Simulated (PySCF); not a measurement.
**C₆ coefficients of unlike pairs at PBE0**

Calculated with PySCF 2.14 from the dipole response of each species, C₆(A,B) = (3/π) ∫ α_A(iu) α_B(iu) du, in atomic units, from isotropic polarisabilities. For ions this is the dispersion term alone; charge-induced terms of lower order in 1/R come first.

```
species       configuration                                                                            basis     relativity  α (bohr³)  C₆ (like pair)
   Au²⁺  [Xe] 4f14 5d9 (2D)  x2c-TZVPPall with one added diffuse shell each of s, p, d, f type (12s8p8d4f1g)  spin-free X2C      8.712           56.87
   As³⁺  [Ar] 3d10 4s2 (1S)                                                         dyall-av3z (24s17p11d2f)  spin-free X2C      6.980           20.92
    Li⁺            1s2 (1S)                                                     aug-cc-pCVQZ-DK (9s8p6d4f2g)  spin-free X2C     0.2022         0.08336
    Cl⁺   [Ne] 3s2 3p4 (3P)                                                       aug-cc-pV(T+d)Z (6s5p4d2f)           none      8.689           41.16
```

Estimate C₆ for Cl⁺ with Au²⁺.

The integral gives 47.30. The combination rule 2 C_A C_B / (C_A α_B/α_A + C_B α_A/α_B) gives 47.78 and the geometric mean 48.38.

No spin-orbit coupling is included.

The other pairs:

```csv
pair,C₆
"Li⁺, Au²⁺",2.018
"Cl⁺, Li⁺",1.537
"Li⁺, As³⁺",1.043
"As³⁺, Au²⁺",33.02
"Cl⁺, As³⁺",29.17
```
